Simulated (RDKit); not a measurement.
RDKit input (UFF):

```python
from rdkit import Chem
from rdkit.Chem import AllChem, rdDetermineBonds

mol = Chem.MolFromXYZFile('mol.xyz')
rdDetermineBonds.DetermineBonds(mol, charge=-1)
print('SMILES', Chem.MolToSmiles(Chem.RemoveHs(mol)))
ff = AllChem.UFFGetMoleculeForceField(mol)
e0 = ff.CalcEnergy()
flag = ff.Minimize(maxIts=5000, forceTol=1e-5)
print(f'energy {e0:.4f} -> {ff.CalcEnergy():.4f} kcal/mol, converged: {flag == 0}')
print(Chem.MolToXYZBlock(mol))
```
mol.xyz:
```
10

F     -1.64861500    -0.62439200     1.49964000
Si    -1.17547300    -0.29674700    -0.05682600
C      0.16861500     0.79895400    -0.33950900
Si     1.87547900     0.30465200    -0.52613700
H     -0.93118300    -1.67658300    -0.57921000
H     -2.48832300     0.18185100    -0.60880400
H     -0.03857000     1.86732200    -0.28952800
H      2.85880100     0.62987000     0.58025400
H      2.01680400    -1.17812500    -0.68910900
H      2.60823200     0.89079300    -1.71183800
```

Output:

```
SMILES F[SiH2][CH-][SiH3]
energy 19.0461 -> -0.9400 kcal/mol, converged: True
10

F     -0.885783   -0.270496    1.624654
Si    -1.142640   -0.295661   -0.042090
C      0.095602    0.818710   -0.887124
Si     1.827259    0.193092   -0.573964
H     -0.991362   -1.670169   -0.542707
H     -2.502592    0.181896   -0.332079
H     -0.003276    1.849831   -0.490260
H      2.096248    0.191134    0.871840
H      1.959619   -1.173637   -1.100467
H      2.792693    1.072895   -1.248869
```

The dipole moment of an ion depends on the origin.

The geometry given is a B3LYP-D3(BJ)/def2-TZVP minimum.
